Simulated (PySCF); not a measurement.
# Stretching PdCl

Set-up: basis Pd x2c-TZVPPall, Cl x2c-TZVPPall; spin-free X2C with a Gaussian nucleus; PySCF 2.14. Energies in eV from Pd (4d10) + Cl in their ground configurations at the same level. State: ²Σ⁺ (doublet), unpaired electrons σ ↑.

All columns are PBE0. A positive dipole means Pd(−)Cl(+).

```tsv
R (Å)	E (eV)	μ (D)	Mulliken charge on Pd (basis-dependent)	HOMO (eV)	LUMO (eV)	Mayer bond order	⟨S²⟩
1.921	-1.936	-3.64	0.36	-6.88	-3.92	1.31	0.75
2.011	-2.495	-3.95	0.36	-7.00	-3.91	1.22	0.75
2.100	-2.796	-4.27	0.36	-7.11	-3.94	1.14	0.75
2.167	-2.901	-4.52	0.37	-7.18	-3.98	1.10	0.75
2.234	-2.930	-4.76	0.38	-7.25	-4.03	1.06	0.75
2.301	-2.901	-5.01	0.38	-7.29	-4.09	1.02	0.75
2.390	-2.800	-5.33	0.40	-7.32	-4.19	0.98	0.75
2.502	-2.607	-5.73	0.41	-7.32	-4.33	0.94	0.75
2.636	-2.324	-6.17	0.43	-7.27	-4.50	0.90	0.75
2.815	-1.922	-6.65	0.44	-7.17	-4.70	0.86	0.75
```

A fit through these points gives, at Re = 2.231 Å, μ = -4.75 D and dμ/dR = -3.66 D/Å; the reduced mass is 26.29 u.

Problem. How strong is the fundamental in the double-harmonic approximation, I = 42.26·(dμ/dR)²/μred km/mol?

Solution. I = 42.26·(-3.66)²/26.29 = 21.5 km/mol at PBE0.

The metal atom is held in its measured ground configuration; semilocal functionals can put another filling of s and d lower by some tenths of an eV, and De to that atom would be smaller. Spin–orbit coupling is left out, which matters for elements this heavy, above all for dissociation energies. With d or f electrons several states lie close, and the lowest PBE0 determinant need not be the measured ground state.
